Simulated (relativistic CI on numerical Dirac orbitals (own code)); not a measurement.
## Sensitivity of the levels of In XX to α and to the nuclear radius

These numbers are calculated, not measured: Dirac-Coulomb-Breit CI, separate exchange-only KLI orbitals for each configuration, derivatives by finite differences, unscaled Slater integrals, QED left out (own radial code, finite nucleus).

Configuration list (outside the closed core [Ar] 3d10): 4s2, 4s 4p, 4p2, 4s 4d, 4d2, 4s 4f, 4p 4d, 4f2. Levels of other configurations are missing.

With x = (α/α₀)² − 1 an excitation energy changes as ω = ω₀ + qx; K = 2q/ω₀ is the relative enhancement. Terms are leading LS components, so labels can repeat. The field-shift factor is F = δν/δ⟨r²⟩ for the transition from the lowest level.

Lowest level 4s2 1S_0.

```tsv
Level	ω₀ (cm⁻¹)	q (cm⁻¹)	F (GHz/fm²)
4s 4p 3P°_0	297252	18620	-103
4s 4p 3P°_1	314258	29760	-103
4s 4p 3P°_2	378163	106000	-105
4s 4p 1P°_1	467900	97780	-106
4p2 3P_0	694849	48560	-209
4p2 3P_1	754999	128000	-211
4p2 1D_2	758331	127500	-205
4p2 3P_2	834133	209900	-207
4p2 1S_0	896486	207500	-211
4s 4d 3D_1	973984	113600	-103
4s 4d 3D_2	979401	118700	-103
4s 4d 3D_3	988881	128600	-103
4s 4d 1D_2	1062635	130100	-116
```

At this charge energies of transitions that change n are usually good to better than 1 %, and those within a shell (Δn = 0) to a few per cent.

**Question.** Which transition from the lowest level has the largest |K|?

**Answer.** 4s 4p 3P°_2 at 378163 cm⁻¹, K = 0.561.
